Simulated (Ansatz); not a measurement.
`C[N](C)[GaH][BH]Br` + HBr → `C[N](C)[GaH][Br]` + `BBr`  (cleavage of the Ga–B bond)

Gas-phase electronic energies from Ansatz, PBE0-D4/def2-TZVP geometries. CCSD(T)/CBS adds triple-zeta CCSD(T) − MP2 to the extrapolated MP2 energy (def2 sets, frozen cores). DFT in def2-TZVPP. B3LYP here is the variant with VWN-RPA as its local correlation; programs differ in this. For Br, Ga outer-core shells are correlated without core-valence functions, which leaves a few kJ/mol of doubt a bond. Scalar relativity is left out up to krypton. Each species was taken in one conformer, which may not be the lowest.

`C[N](C)[GaH][BH]Br`:

```xyz
14

C    -0.743    0.464   -1.805
N    -0.275    0.226   -0.464
C    -0.801    1.176    0.482
Ga    0.863   -1.137   -0.026
B     1.432   -1.312    1.979
Br    2.626   -2.703    2.498
H    -0.454    1.465   -2.160
H    -1.840    0.406   -1.865
H    -0.327   -0.272   -2.495
H    -0.429    0.972    1.487
H    -1.900    1.146    0.514
H    -0.517    2.206    0.219
H     1.277   -2.023   -1.250
H     1.088   -0.614    2.885
```

HBr:

Cartesian coordinates in Å:
```
Br -0.483 -0.497 0.155
H 0.483 0.497 -0.155
```

`C[N](C)[GaH][Br]`:

```xyz
12

C    -0.736   -0.065   -1.171
N     0.029    0.002    0.047
C    -0.369   -0.975    1.030
Ga    1.366    1.176    0.365
Br    1.820    2.635   -1.347
H    -1.805    0.101   -0.980
H    -0.638   -1.050   -1.649
H    -0.398    0.690   -1.882
H    -1.422   -0.849    1.317
H     0.236   -0.888    1.936
H    -0.255   -1.999    0.647
H     2.171    1.223    1.687
```

`BBr`:

Z-matrix (Å, degrees):
```
B
Br 1 1.891
H 1 1.188 2 117.8
H 1 1.188 2 117.8 3 180.0
```

```csv
level,ΔE (kcal/mol),difference from CCSD(T)/CBS
B3LYP-D4,-35.9,-0.3
ωB97M-V,-36.8,-1.2
PBE,-32.6,3.0
BLYP,-34.0,1.6
PBE0,-35.6,0.0
BHLYP,-39.6,-4.0
CCSD/def2-TZVPP,-36.5,-0.9
CCSD(T)/def2-TZVPP,-35.5,0.1
HF/def2-QZVPP,-44.0,-8.4
CCSD/CBS(def2),-36.6,-1.0
CCSD(T)/CBS,-35.6,0
```

Largest T1 diagnostic among the species: 0.015.

In def2-TZVPP, CCSD(T) changes the Hartree–Fock value by +8.6 kcal/mol (the triples alone add +1.0 kcal/mol) and MP2 by +6.3 kcal/mol. From r2SCAN to r2SCAN0 (25 % exact exchange), in def2-TZVPP and without D4, ΔE moves by −2.0 kcal/mol. Leaving LDA and LC-ωPBE aside and taking each functional with its dispersion term where it has one, the values, not all of them listed here, spread over 6.9 kcal/mol, from BHLYP-D4 to PBE-D4. LDA lies +1.4 kcal/mol from PBE without D4.
